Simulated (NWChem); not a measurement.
CH5BrOSi; SMILES CO[SiH2]Br

Program: NWChem. The geometry was optimised at PBE0/def2-SVP. Level: PBE0/def2-SVP with SMD, gas-phase geometry; reactions with the solvents are ignored. One conformer.

```tsv
SMD term (kcal/mol)	water	n-hexane
distortion of the solute's density	0.39	0.04
polarisation	-3.26	-0.92
cavity, dispersion and structure	2.35	-2.08
```

Q: Sum the solvation free energies, find the transfer free energy from water to n-hexane and the partition coefficient at 298.15 K.

A: 
1. ΔG(solv, water) = -0.52 kcal/mol and ΔG(solv, n-hexane) = -2.96 kcal/mol (1 M gas to 1 M solution).
2. Transfer: -2.96 − (-0.52) = -2.44 kcal/mol.
3. log₁₀ K(n-hexane/water) = −ΔG/(RT ln 10) = 2.44/1.364 = 1.8, so the model puts more of the solute in n-hexane.
4. Of the transfer energy, 1.99 kcal/mol is electrostatic and -4.43 comes from the non-electrostatic term. The two phases are taken as the pure solvents.
